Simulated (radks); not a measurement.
Zn+, 29 electrons, occupied as [Ar] 3d10 5p1 (not the ground configuration). All-electron calculation, Dirac Kohn-Sham, PBEsol, spin-unpolarised, spherical densities, point nucleus; open shells fill j = l - 1/2 first. Program: a radial shooting solver on a logarithmic mesh with Libxc functionals.

Unscreened Slater integrals over Kohn-Sham orbitals (eV). Large and small components are both included. Empty in this configuration: 5p3/2.

F0(5p1/2,5p1/2): 3.5231
F0(5p1/2,3d5/2): 4.9149
G3(5p1/2,3d5/2): 0.15745
F0(5p1/2,3d3/2): 4.9164
G1(5p1/2,3d3/2): 0.17892
F0(5p1/2,3p3/2): 4.9508
G2(5p1/2,3p3/2): 0.10555
F0(5p1/2,5p3/2): 3.5135
G2(5p1/2,5p3/2): 1.8977
F0(3d5/2,3d5/2): 28.817
F2(3d5/2,3d5/2): 13.080
F4(3d5/2,3d5/2): 8.0896
F0(3d5/2,3d3/2): 28.923
F2(3d5/2,3d3/2): 13.130
G2(3d5/2,3d3/2): 13.115
G4(3d5/2,3d3/2): 8.1123
F0(3d5/2,3p3/2): 31.228
F2(3d5/2,3p3/2): 14.548
G1(3d5/2,3p3/2): 17.963
G3(3d5/2,3p3/2): 10.853
F0(3d5/2,5p3/2): 4.8977
F2(3d5/2,5p3/2): 0.46990
G1(3d5/2,5p3/2): 0.17910
G3(3d5/2,5p3/2): 0.15638
F0(3d3/2,3d3/2): 29.030
F2(3d3/2,3d3/2): 13.181
F0(3d3/2,3p3/2): 31.351
F2(3d3/2,3p3/2): 14.610
G1(3d3/2,3p3/2): 18.026
G3(3d3/2,3p3/2): 10.895
F0(3d3/2,5p3/2): 4.8992
F2(3d3/2,5p3/2): 0.46644
G1(3d3/2,5p3/2): 0.17679
G3(3d3/2,5p3/2): 0.15462
F0(3p3/2,3p3/2): 34.289
F2(3p3/2,3p3/2): 17.070
F0(3p3/2,5p3/2): 4.9335
F2(3p3/2,5p3/2): 0.37634
G0(3p3/2,5p3/2): 0.093182
G2(3p3/2,5p3/2): 0.10726
F0(5p3/2,5p3/2): 3.5040
F2(5p3/2,5p3/2): 1.8915
